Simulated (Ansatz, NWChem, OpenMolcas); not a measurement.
**How methods differ on CH7BSi2 (SMILES CB1[SiH2][SiH2]1)**

CH7BSi2: 11 atoms, total charge 0, spin state singlet. As SMILES, `CB1[SiH2][SiH2]1`. The coordinates come from a PBE0-D4/def2-TZVP relaxation.

Each level gives the HOMO–LUMO gap (eV). The values are calculated.

| level | kind | program | value (eV) |
| --- | --- | --- | --- |
| SVWN5/6-31G* (spherical functions) | LDA | OpenMolcas | 3.34 |
| revPBE/6-31G* (spherical functions) | GGA | OpenMolcas | 3.39 |
| M06-2X/6-31G* (spherical functions) | hybrid meta-GGA | NWChem | 6.70 |
| r2SCAN0/6-31G* (spherical functions) | hybrid meta-GGA | Ansatz | 5.26 |
| B3LYP/6-31G* (Cartesian functions) | global hybrid | OpenMolcas | 4.75 |
| wB97X/6-31G* (spherical functions) | range-separated hybrid | Ansatz | 9.19 |
| B2PLYP/6-31G* (spherical functions) | double hybrid | OpenMolcas | 7.00 |
| PBE-QIDH/6-31G* (spherical functions) | double hybrid | Ansatz | 8.09 |

The values span 3.34 to 9.19 eV. Orbital gaps aren't excitation energies, and those of double hybrids come from the SCF part alone; they tend to grow with the share of exact exchange.
